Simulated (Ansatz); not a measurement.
Reaction (ligand exchange at the Sn–O bond): `[OH][SnH2][CH2][SiH3]` + HCl → `[SiH3][CH2][SnH2][Cl]` + H₂O

Computed with Ansatz on PBE0-D4/def2-TZVP structures; ΔE is electronic, products minus reactants. CBS: MP2 limit from def2 TZ/QZ plus the TZ coupled-cluster correction, frozen cores. This one scheme is used for every species. Functionals use def2-TZVPP. def2 core potentials past Kr. For Sn outer-core shells are correlated without core-valence functions, which leaves a few kJ/mol of doubt a bond. One conformer a species, not always the lowest.

Task: Is it downhill or uphill in electronic energy at CCSD(T)/CBS, and by how much? (Estimate.)

Result: Ansatz gave: Downhill: ΔE = -78.9 kJ/mol.

Task: What do these levels give: PBE0-D4, ωB97M-V, PBE, CCSD/def2-TZVPP, HF/CBS(def2), CCSD/CBS(def2)? (Best estimate.)

Result: Computed: PBE0-D4 -82.7, ωB97M-V -78.4, PBE -74.6, CCSD/def2-TZVPP -75.2, HF/CBS(def2) -86.7, CCSD/CBS(def2) -80.5 kJ/mol.

Largest T1 diagnostic among the species: 0.013.

From PBE to PBE0 (25 % exact exchange), in def2-TZVPP and without D4, ΔE moves by −6.5 kJ/mol. In def2-TZVPP, CCSD(T) changes the Hartree–Fock value by +13.3 kJ/mol (the triples alone add +1.6 kJ/mol) and MP2 by +9.7 kJ/mol.
